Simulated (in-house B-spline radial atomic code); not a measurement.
**Binding energies in Yb8+**

NIST's tabulated ground configuration is [Kr] 4d10 4f12 5s2 5p2; each binding energy is the energy of the ion with one electron taken from that subshell, relaxed, less that of the parent. Level of theory: Dirac-Hartree-Fock, average of configuration, Fermi nucleus of rms radius 5.3108 fm; calculated with a B-spline radial code for spherical atoms. Energies include first-order Breit, QED and recoil terms.

```csv
subshell,X-ray name,binding energy (eV),-ε (eV),relaxation (eV)
1s,K,61472.5,61842.6,80.0
2s,L1,10637.8,10718.6,45.8
3s,M1,2546.3,2577.2,24.0
3d3/2,M4,1718.3,1746.7,25.9
3d5/2,M5,1670.7,1697.8,25.5
4s,N1,633.4,642.9,7.9
4d3/2,N4,338.4,345.1,6.4
4d5/2,N5,329.2,335.4,6.1
5s,O1,179.4,180.4,0.7
5p,"O2,3",147.5,148.1,0.5
4f,"N6,7",141.9,146.6,4.8
```

Relaxation = -ε minus the binding energy without Breit, QED and recoil terms.

What does it cost to remove both a 4d3/2 and a 5p electron?

507.07 eV, which is 21.24 eV more than the two single binding energies together.

What does it cost to remove two 3d5/2 electrons?

3413.2 eV, which is 71.66 eV more than the two single binding energies together.

What does it cost to remove both a 1s and a 4f electron?

61645 eV, which is 30.68 eV more than the two single binding energies together.
